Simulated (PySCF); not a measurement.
**Pt: excitation energy**

Pt [Xe] 4f14 5d9 6s1 (3D) → Pt [Xe] 4f14 5d10 (1S), as a difference of total energies. Computed with PySCF 2.14 in aug-cc-pVTZ-PP with ECP60MDF (6s6p5d3f2g, 88 functions), with a scalar-relativistic core potential. Correlated levels: valence: 5s2 5p6 frozen. The calculations carry no spin-orbit coupling.

Problem. Order these methods by the excitation energy they give, lowest first.
A. LDA
B. BP86
C. MP2 (valence)
D. PBE

Solution. C (0.219 eV), A (0.422 eV), D (0.495 eV), B (0.521 eV).

Errors of the correlated levels include the incompleteness of this basis and the frozen core.

For comparison: 0.239 eV (measured; NIST levels, between the centres of gravity of the two terms).
